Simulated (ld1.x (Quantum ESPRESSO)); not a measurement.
**In: one change to an RRKJ potential, before and after**

ld1.x (Quantum ESPRESSO) 7.5 input, shortened:

```
&input
   title='In', zed=49., rel=1, dft='WC', iswitch=3,
   config='[Kr] 4d10 5s2 5p1'
 /
 &inputp
   pseudotype=2, tm=.false., rho0=0.001, lloc=-1, rcloc=1.95,
   nlcc=.true., rcore=1.30
 /
2
5S  1  0   2.00   0.00  1.95  1.95  0.0
5P  2  1   1.00   0.00  2.00  2.00  0.0
 &test
   configts(1)='5s2 5p1'
 /
```

All-electron outer shells of the reference configuration (Wu–Cohen, scalar-relativistic, ld1.x):

| shell | level (eV) | outermost node (bohr) | outermost maximum (bohr) |
| --- | --- | --- | --- |
| 4p | -78.04 | 0.42 | 0.82 |
| 4d | -18.57 | 0.40 | 0.94 |
| 5s | -8.27 | 1.02 | 2.16 |
| 5p | -2.50 | 1.14 | 2.85 |

Change: local potential all-electron potential smoothed inside 1.24 bohr (lloc = -1).

Cutoffs: the cutoffs (Ry, on a coarse ladder) from which the occupation-weighted sum of valence levels, in a spherical-Bessel basis at the reference potential, stays within 10 and 1 mRy of its value at 400 Ry; they do not see the model core or the augmentation charge, which bear on the density cutoff. Errors are all-electron minus pseudo energies relative to the spin-unpolarised reference configuration.

Question: Predict the effect on cutoff, ghosts and configuration errors.

Answer: The potential gets harder (12 Ry and 30 Ry → 25 Ry and 30 Ry); the bound ghosts move from s to d, p, s; the number of tests that count goes from 6 to 7; of the 6 tests that both files solve, the error grows in 5 and shrinks in 0 by more than 15 % and 0.3 meV (median size 3.3 → 19.2 meV); the range in which the s phases agree widens (upper end -0.5 → 2.5); the range in which the p phases agree widens (upper end 0.4 → 4.9). In the separable form a ghost depends on how the local part lies against the semilocal potential of the channel, so the choice of the local part can create or remove one. That the errors move this way runs against the usual rule that smaller radii transfer better.

| quantity | base | changed |
| --- | --- | --- |
| cutoff, loose | 12 Ry | 25 Ry |
| cutoff, tight | 30 Ry | 30 Ry |
| loose cutoff by channel (10 mRy a level) | s 8 Ry, p 6 Ry | s 10 Ry, p 25 Ry |
| bound ghosts | s | s, p, d |
| tests counted (converged, no solver errors) | 6 of 7 | 7 of 7 |
| error for 5s2 5p0, meV [ΔE 5.35 eV] | +1.3 | -18 |
| error for 5s2 5p0.5, meV [ΔE 1.93 eV] | -0.1 | -2.9 |
| error for 5s1 5p1, meV [ΔE 12.04 eV] | +5.7 | -63 |
| error for 5s2 5p1.3, meV [ΔE -0.52 eV] | +0.2 | -0.1 |
| error for 5s0 5p3, meV [ΔE 12.05 eV] | -68 | -82 |
| error for 5s1 5p2, meV [ΔE 5.90 eV] | -5.3 | -21 |
| s: phases at 2.20 bohr within 0.05 rad from the reference energy up to (Ry; the scan ends near 5) | -0.5 | 2.5 |
| p: phases at 2.20 bohr within 0.05 rad from the reference energy up to (Ry; the scan ends near 5) | 0.4 | 4.9 |

Base: Tests not counted: 5s1 5p0 (solver errors, printed error -1.4 eV). A true bound ghost makes a file unfit for plane-wave use even where its test errors are small: the radial tests pick states by their node count and pass the ghost by. Where a test does run into it, the solver fails or the error is huge.
